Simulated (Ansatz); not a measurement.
Si2S2⁻. The state is a doublet with charge -1. Geometry PBE0-D4/def2-TZVP, that of the neutral singlet; atoms count from 1.

```
atom   x (Å)   y (Å)   z (Å)
 Si1   1.385  -0.090  -0.291
 Si2  -1.239  -0.028   0.688
  S3  -0.255  -1.480  -0.590
  S4   0.110   1.598   0.192
```

The highest occupied level of the charge -1 doublet lies above zero (up to 0.37 eV). By energy differences its removal costs 1.26 eV (vertical, to the charge 0 singlet, at PBE0-D4/def2-TZVPD); a positive level beside a positive removal energy at the same level points to self-interaction error. The structure comes from a short search, and lower isomers may exist.

Question: Estimate the Mulliken populations from the PBE0/def2-TZVPD orbitals of Ansatz.

Answer: 
```json
{"atom": "Si1", "charge (e)": "-0.14", "spin (α − β)": "0.52"}
{"atom": "Si2", "charge (e)": "-0.14", "spin (α − β)": "0.52"}
{"atom": "S3", "charge (e)": "-0.36", "spin (α − β)": "-0.02"}
{"atom": "S4", "charge (e)": "-0.36", "spin (α − β)": "-0.02"}
```
Mulliken values and Mayer orders depend strongly on the basis. With diffuse functions, as here, like atoms can get unlike values, and bond orders can come out too low or too high.

Question: Where does the spin sit?

Answer: Summed by element: Si 1.05, S -0.05, of 1 unpaired in all. Largest on single atoms: Si2 0.52, Si1 0.52, S3 -0.02.

Question: And the Mayer bond orders between bonded heavy atoms (over 0.3)?

Answer: Si1–S3 1.03 (2.17 Å); Si1–S4 1.03 (2.17 Å); Si2–S3 1.03 (2.17 Å); Si2–S4 1.03 (2.17 Å).
